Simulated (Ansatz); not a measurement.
Ansatz results at the PBE0-D4/def2-TZVP geometry: HOMO–LUMO gap (B3LYP/def2-TZVPP) 4.87 eV; size of the dipole moment (ωB97M-V/def2-TZVPP) 1.56 D; HOMO–LUMO gap (ωB97M-V/def2-TZVPP) 8.84 eV.

Q: Which molecule gave them?
A. `[SiH3]C[SiH]1[AlH][SiH2]1`
B. `OC1=CS1`
C. `[SiH3][C]1([SiH3])[AlH][SiH2]1`
D. `BC(O)CC`

A: C. The others give `OC1=CS1`: 4.36, 3.43, 8.92; `[SiH3]C[SiH]1[AlH][SiH2]1`: 3.63, 1.54, 7.49; `BC(O)CC`: 7.62, 2.54, 12.01.

B3LYP here is the variant with VWN-RPA as its local correlation; programs differ in this.
